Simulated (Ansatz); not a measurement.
# Energy profile

The step: Al₂BH₄Cl₃O₅ ([OH][Al]1([OH])[O][Al]2([OH])[OH][B]([Cl])([Cl]1)[Cl]2) → Al₂BH₄Cl₃O₅ ([OH][Al]([OH])([ClH])[O][Al]1([OH])[O][B]([Cl])[Cl]1); bonds formed: Cl2–H5; dative contacts that become bonds: B1–O6; bonds broken: B1–Cl2, H5–O6 (atoms numbered as in the saddle structure below).

| atom | x (Å) | y (Å) | z (Å) |
| --- | --- | --- | --- |
| B1 | -1.7506 | 1.2993 | 0.3788 |
| Cl2 | -0.8508 | -0.9850 | 1.6892 |
| Cl3 | -1.6527 | 0.9625 | -1.3600 |
| Cl4 | -3.2304 | 1.5066 | 1.2102 |
| H5 | -0.3169 | 0.9977 | 1.6037 |
| O6 | -0.4893 | 1.6790 | 0.8841 |
| Al7 | 0.7063 | 1.3441 | -0.5615 |
| O8 | 1.1016 | 2.8247 | -1.2358 |
| O9 | 1.3882 | -0.1266 | -0.3050 |
| Al10 | 0.6473 | -1.6719 | 0.0260 |
| O11 | 1.5909 | -2.9263 | 0.6916 |
| O12 | -0.3501 | -2.0777 | -1.3143 |
| H13 | 1.8311 | 2.9904 | -1.8287 |
| H14 | 2.0503 | -2.8448 | 1.5239 |
| H15 | -0.6749 | -2.9720 | -1.4022 |

Electronic energies by CCSD(T) at an estimated basis limit (MP2 extrapolated from triple and quadruple zeta, plus CCSD(T) − MP2 in triple zeta), on PBE0-D4/def2-TZVP structures; Al$_{2}$BH$_{4}$Cl$_{3}$O$_{5}$, singlet; no counterpoise correction. Ansatz 0.2.0; basis: def2-TZVPP and def2-QZVPP; cores frozen in the correlated methods. Extrapolation: Hartree–Fock as exp(−7.88 √X), correlation as X^−2.97.

Give the profile in kJ/mol, counted from the separated reactants. (Judge from chemistry; the value comes from the calculation.)

By the calculation:
```csv
point,kJ/mol
"separated: BCl$_{3}$ (linked as [Cl][B]([Cl])[Cl]; B1, Cl2, Cl3, Cl4; singlet) + Al$_{2}$H$_{4}$O$_{5}$ (linked as [OH][Al]([OH])[O][Al]([OH])[OH]; H5, O6, Al7, O8, O9, Al10, O11, O12, H13, H14, H15; singlet)",0.0
start structure,-140.1
saddle,-54.1
end structure,-112.2
"separated: Al$_{2}$BH$_{3}$Cl$_{2}$O$_{5}$ (linked as [OH][Al]([OH])[O][Al]12([OH])[O][B]1([Cl])[Cl]2; B1, Cl3, Cl4, O6, Al7, O8, O9, Al10, O11, O12, H13, H14, H15; singlet) + HCl (Cl2, H5; singlet)",-76.4
```
The saddle lies below the separated reactants: the barrier is submerged.

No T1 diagnostic of these runs exceeds 0.013.

The step is the kind of ligand exchange by which a precursor binds to a hydroxyl group, or is hydrolysed, in atomic layer deposition of oxides. Here a small cluster stands in for the surface site.

For scale, one of the runs: CCSD(T)/def2-TZVPP, 452 basis functions, launched by `ansatz run in.yaml --threads 4 --pin off --events-out ev --progress --plain --max-ram 66560MiB --backend cuda --devices 0, --max-vram 37GiB`. Time: 44 s of wall clock on 4 CPU threads of an AMD EPYC 7R13 and a share of one NVIDIA H100; the host was shared. Peak host memory: 1.1 GiB.
